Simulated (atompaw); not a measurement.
An all-electron radial function and its pseudo partner (Pb (Z = 82))

Columns: radius, all-electron u(r) and pseudo u(r) of the 6p shell (level -3.87 eV) of lead in the configuration [Xe] 4f14 5d10 6s1.5 6p2.5; PBE, scalar-relativistic, PAW (atompaw) scheme, atompaw 4.2.0.5.

| r (bohr) | all-electron | pseudo |
| --- | --- | --- |
| 0.090 | -0.0654 | 0.0018 |
| 0.181 | -0.0413 | 0.0073 |
| 0.271 | 0.1391 | 0.0162 |
| 0.362 | 0.1485 | 0.0287 |
| 0.452 | 0.0327 | 0.0444 |
| 0.542 | -0.1052 | 0.0631 |
| 0.633 | -0.2092 | 0.0849 |
| 0.723 | -0.2597 | 0.1090 |
| 0.813 | -0.2617 | 0.1355 |
| 0.904 | -0.2257 | 0.1642 |
| 0.994 | -0.1649 | 0.1943 |
| 1.085 | -0.0887 | 0.2260 |
| 1.175 | -0.0071 | 0.2583 |
| 1.265 | 0.0751 | 0.2911 |
| 1.356 | 0.1549 | 0.3244 |
| 1.446 | 0.2282 | 0.3571 |
| 1.537 | 0.2955 | 0.3896 |
| 1.627 | 0.3547 | 0.4207 |
| 1.717 | 0.4064 | 0.4505 |
| 1.808 | 0.4513 | 0.4788 |
| 1.898 | 0.4889 | 0.5048 |
| 1.988 | 0.5203 | 0.5283 |
| 2.079 | 0.5461 | 0.5494 |
| 2.169 | 0.5663 | 0.5673 |
| 2.260 | 0.5820 | 0.5821 |
| 2.350 | 0.5933 | 0.5933 |

**Question.** How many radial nodes do the two functions have?

**Answer.** The all-electron 6p function has n − l − 1 = 4 (the table is too coarse to show those close to the nucleus); the pseudo-wave has 0, since the states of the same l below it are removed with the core.

**Question.** Is the pseudo-wave norm-conserving?

**Answer.** No, it belongs to a PAW set: the norm inside the radius is not constrained, and the difference is carried by the augmentation charge.
